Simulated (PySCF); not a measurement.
Cl₃Sc, triplet, at a GFN2-xTB geometry (such geometries of metal compounds can be far from the true shape) (the multiplicity is a formal guess); PBE/3-21G (PySCF).

Here is a job for PySCF.
```python
from pyscf import gto, scf, dft

mol = gto.Mole()
mol.atom = '''
    Sc   -0.305521   -0.023381    0.213407
    Cl    1.773216   -0.126430   -0.815400
    Cl   -0.592849   -1.150558    2.198355
    Cl   -0.802959    1.305872   -1.646575
'''
mol.basis = '3-21g'
mol.charge = 0
mol.spin = 2
mol.verbose = 4
mol.build()

mf = dft.UKS(mol)
mf.xc = 'pbe'
mf.kernel()
mf.analyze()
```

What the program printed (banner, timings and long lists left out):

```
PySCF version 2.14.0

[INPUT] verbose = 4
[INPUT] num. atoms = 4
[INPUT] num. electrons = 72
[INPUT] charge = 0
[INPUT] spin (= nelec alpha-beta = 2S) = 2
[INPUT] symmetry False subgroup None
[INPUT] Mole.unit = angstrom
[INPUT] Symbol           X                Y                Z      unit          X                Y                Z       unit  Magmom
[...]
nuclear repulsion = 366.209626495731
number of shells = 32
number of NR pGTOs = 135
number of NR cGTOs = 66
basis = 3-21g
ecp = {}

******** <class 'pyscf.dft.uks.UKS'> ********
method = UKS
initial guess = minao
damping factor = 0
level_shift factor = 0
DIIS = <class 'pyscf.scf.diis.CDIIS'>
diis_start_cycle = 1
diis_space = 8
diis_damp = 0
SCF conv_tol = 1e-09
SCF conv_tol_grad = None
SCF max_cycles = 50
direct_scf = True
direct_scf_tol = 1e-13
number electrons alpha = 37  beta = 35
XC library pyscf.dft.libxc version 7.1.2
    S. Lehtola, C. Steigemann, M. J. T. Oliveira, and M. A. L. Marques,  SoftwareX 7, 1–5 (2018)
XC functionals = pbe
    J. P. Perdew, K. Burke, and M. Ernzerhof,  Phys. Rev. Lett. 77, 3865 (1996)
    J. P. Perdew, K. Burke, and M. Ernzerhof,  Phys. Rev. Lett. 78, 1396 (1997)
    J. P. Perdew, K. Burke, and M. Ernzerhof,  Phys. Rev. Lett. 77, 3865 (1996)
    J. P. Perdew, K. Burke, and M. Ernzerhof,  Phys. Rev. Lett. 78, 1396 (1997)
radial grids:
    Treutler-Ahlrichs [JCP 102, 346 (1995); DOI:10.1063/1.469408] (M4) radial grids

becke partition: Becke, JCP 88, 2547 (1988); DOI:10.1063/1.454033
pruning grids: <function nwchem_prune>
grids dens level: 3
symmetrized grids: False
atomic radii adjust function: <function treutler_atomic_radii_adjust>
small_rho_cutoff = 0
Set gradient conv threshold to 3.16228e-05
tot grids = 77280
init E= -2129.08730019548

cycle= 1 E= -2121.56858214676  delta_E= 7.52  |g|= 4.63  |ddm|= 2.86

cycle= 2 E= -2093.02183407826  delta_E= 28.5  |g|=  2.5  |ddm|=   11

cycle= 3 E= -2060.45031229634  delta_E= 32.6  |g|= 7.04  |ddm|= 12.3

cycle= 4 E= -2088.13856997932  delta_E= -27.7  |g|= 6.76  |ddm|= 4.39

cycle= 5 E= -2088.18131369297  delta_E= -0.0427  |g|= 6.69  |ddm|= 0.386

cycle= 6 E= -2088.30910104195  delta_E= -0.128  |g|= 6.71  |ddm|= 0.15

cycle= 7 E= -2087.8768368352  delta_E= 0.432  |g|= 6.76  |ddm|= 0.199

cycle= 8 E= -2088.97056749357  delta_E= -1.09  |g|= 6.67  |ddm|= 0.528

cycle= 9 E= -2089.2239960305  delta_E= -0.253  |g|= 6.65  |ddm|= 0.165

cycle= 10 E= -2075.45501221612  delta_E= 13.8  |g|= 7.79  |ddm|= 3.17

[...]
SCF not converged.
Total Energy =                       -2102.053160781166298
[...]
spin_pop of  0 Sc 5pz       0.00355
spin_pop of  0 Sc 3dxy      0.00393
spin_pop of  0 Sc 3dyz      0.00316
spin_pop of  0 Sc 3dz^2     0.00362
spin_pop of  0 Sc 3dxz      0.00380
spin_pop of  0 Sc 3dx2-y2    0.00286
spin_pop of  0 Sc 4dxy     -0.00181
spin_pop of  0 Sc 4dyz     -0.00233
spin_pop of  0 Sc 4dz^2    -0.00236
spin_pop of  0 Sc 4dxz     -0.00341
spin_pop of  0 Sc 4dx2-y2   -0.00140
spin_pop of  1 Cl 1s       -0.00000
spin_pop of  1 Cl 2s        0.00001
spin_pop of  1 Cl 3s        0.07870
spin_pop of  1 Cl 4s        0.00671
spin_pop of  1 Cl 2px       0.00003
spin_pop of  1 Cl 2py       0.00006
spin_pop of  1 Cl 2pz       0.00002
spin_pop of  1 Cl 3px       0.18088
spin_pop of  1 Cl 3py       0.31270
spin_pop of  1 Cl 3pz       0.09840
spin_pop of  1 Cl 4px       0.00134
spin_pop of  1 Cl 4py       0.00133
spin_pop of  1 Cl 4pz       0.00032
spin_pop of  2 Cl 1s        0.00000
spin_pop of  2 Cl 2s        0.00000
spin_pop of  2 Cl 3s        0.00441
spin_pop of  2 Cl 4s        0.05601
spin_pop of  2 Cl 2px      -0.00000
spin_pop of  2 Cl 2py      -0.00000
spin_pop of  2 Cl 2pz      -0.00000
spin_pop of  2 Cl 3px       0.00208
spin_pop of  2 Cl 3py       0.00367
spin_pop of  2 Cl 3pz       0.00586
spin_pop of  2 Cl 4px       0.00329
spin_pop of  2 Cl 4py       0.03660
spin_pop of  2 Cl 4pz       0.02904
spin_pop of  3 Cl 1s        0.00000
spin_pop of  3 Cl 2s        0.00000
spin_pop of  3 Cl 3s        0.05635
spin_pop of  3 Cl 4s        0.01438
spin_pop of  3 Cl 2px       0.00001
spin_pop of  3 Cl 2py       0.00002
spin_pop of  3 Cl 2pz       0.00001
spin_pop of  3 Cl 3px       0.00023
spin_pop of  3 Cl 3py       0.02777
spin_pop of  3 Cl 3pz       0.01363
spin_pop of  3 Cl 4px       0.00006
spin_pop of  3 Cl 4py       0.00217
spin_pop of  3 Cl 4pz       0.00322
 ** Mulliken Spin Density (per atom)  **
spin density of  0 Sc =      1.06072
spin density of  1 Cl =      0.68048
spin density of  2 Cl =      0.14095
spin density of  3 Cl =      0.11785
 ** Mulliken pop alpha/beta on meta-lowdin orthogonal AOs **
 ** Mulliken pop       alpha | beta **
In total            37.00000 | 35.00000
 ** Mulliken atomic charges   ( Nelec_alpha | Nelec_beta ) **
charge of  0Sc =     -8.33638  (    15.19855     14.13783 )
charge of  1Cl =      4.37959  (     6.65045      5.96996 )
charge of  2Cl =     -1.09584  (     9.11840      8.97745 )
charge of  3Cl =      5.05264  (     6.03261      5.91476 )
Dipole moment(X, Y, Z, Debye): 35.35275, 39.69702, -85.23514
```

Convergence was not reached.
